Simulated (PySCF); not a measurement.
## TDDFT excited states: C2H6Cl2GaN

GaCl2(NMe2), C2H6Cl2GaN.
Cartesian coordinates in Å at the PBE0-D3(BJ)/def2-SVP level; atoms count from 1:
```
atom  x, y, z in Å
Ga1    0.686    1.647   -0.129
Cl2    2.456    1.989   -1.269
Cl3   -0.265    3.289    0.844
N4     0.004   -0.012    0.003
C5    -1.168   -0.307    0.789
C6     0.598   -1.144   -0.662
H7    -1.971   -0.748    0.168
H8    -1.566    0.607    1.254
H9    -0.944   -1.027    1.599
H10    1.470   -0.833   -1.256
H11    0.937   -1.911    0.060
H12   -0.121   -1.632   -1.348
```

Level of theory: TDDFT wB97X-D/def2-SVPD, vertical, gas phase, core orbitals frozen in the response in PySCF. Relativistic effects, spin–orbit coupling among them, are left out although an element past zinc is present.

Predict the UV-vis stick spectrum at this level.

| state | E (eV) | λ (nm) | ν̃ (cm⁻¹) | f | main configurations (H = HOMO, L = LUMO) |
| --- | --- | --- | --- | --- | --- |
| S1 | 4.83 | 256.8 | 38940 | 0.0055 | H→L (93%) |
| S2 | 5.71 | 217.1 | 46070 | 0.142 | H→L+1 (95%) |
| S3 | 6.67 | 186.0 | 53760 | 0.013 | H→L+2 (81%), H→L+4 (14%) |
| S4 | 6.82 | 181.9 | 54980 | 0.032 | H-1→L (91%) |
| S5 | 6.91 | 179.3 | 55760 | 0.0000 | H-2→L (90%) |
| S6 | 7.14 | 173.7 | 57560 | 0.135 | H-3→L (82%) |
| S7 | 7.41 | 167.4 | 59740 | 0.0000 | H-1→L+1 (98%) |
| S8 | 7.48 | 165.7 | 60350 | 0.0003 | H→L+3 (77%), H→L+6 (9%) |
| S9 | 7.50 | 165.3 | 60500 | 0.080 | H-4→L (88%) |
| S10 | 7.58 | 163.6 | 61110 | 0.0027 | H-3→L+1 (95%) |
| S11 | 7.79 | 159.1 | 62850 | 0.010 | H-2→L+1 (82%), H-6→L (12%) |
| S12 | 7.95 | 155.9 | 64140 | 0.010 | H→L+4 (60%), H→L+8 (12%), H→L+2 (11%) |
| S13 | 8.18 | 151.5 | 65990 | 0.113 | H-5→L (57%), H-4→L+1 (18%) |
| S14 | 8.19 | 151.4 | 66070 | 0.024 | H→L+5 (55%), H→L+10 (24%) |
| S15 | 8.42 | 147.3 | 67910 | 0.082 | H-4→L+1 (56%), H-5→L (20%), H→L+7 (10%) |

Triplets, Tamm–Dancoff:

| state | E (eV) | λ (nm) | main configurations (H = HOMO, L = LUMO) |
| --- | --- | --- | --- |
| T1 | 4.51 | 275.1 | H→L (89%) |
| T2 | 4.79 | 258.7 | H→L+1 (97%) |
| T3 | 6.41 | 193.5 | H-1→L (88%) |
| T4 | 6.60 | 187.9 | H-2→L (88%) |

The lowest singlet comes at 257 nm (466 kJ/mol) in the ultraviolet; it is weak; its leading configuration is HOMO→LUMO (93%). The strongest level in the table is S2 at 5.71 eV (217 nm, f = 0.142). S13/S14 lie within about 0.01 eV of each other. Löwdin shares by element: HOMO nitrogen 54%, carbon 19%, gallium 7% (atoms not listed hold the other 19%); LUMO gallium 50%, chlorine 36%, nitrogen 8%. The oscillator strengths of these states sum to 0.650; summed over the whole spectrum of an exact calculation they would give the number of electrons, 90 (Thomas–Reiche–Kuhn). Orbital energies (eV): HOMO-3 -11.28, HOMO-2 -11.25, HOMO-1 -11.05, HOMO -8.80, LUMO 0.39, LUMO+1 1.05, LUMO+2 1.90. Weighted by f, the mean energy of these states is 7.23 eV. The window holds the lowest 15 singlets.
